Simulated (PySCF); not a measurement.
CHCl, SMILES [CH]Cl (connectivity only; charge and spin as stated), neutral, multiplicity 1. Geometry: PBE0-D3(BJ)/def2-TZVPD. The isomer is the one that the SMILES or the coordinates give; other isomers of the formula were not compared.

PySCF with TDDFT-LC-ωPBE/def2-TZVPD puts the lowest singlet excitations at 1.64, 5.58, 6.26, 6.97, 7.26, 7.40 eV.

Q: What are the lowest excitation roots from ADC(2)/aug-cc-pVDZ (PySCF)? (Estimate from the structure and the level; the computed values follow.)

A: 1.86, 5.50, 6.06, 6.29, 6.75, 7.64 eV. S1 differs by 0.23 eV (second minus first; roots are paired by order, and the bases may differ).
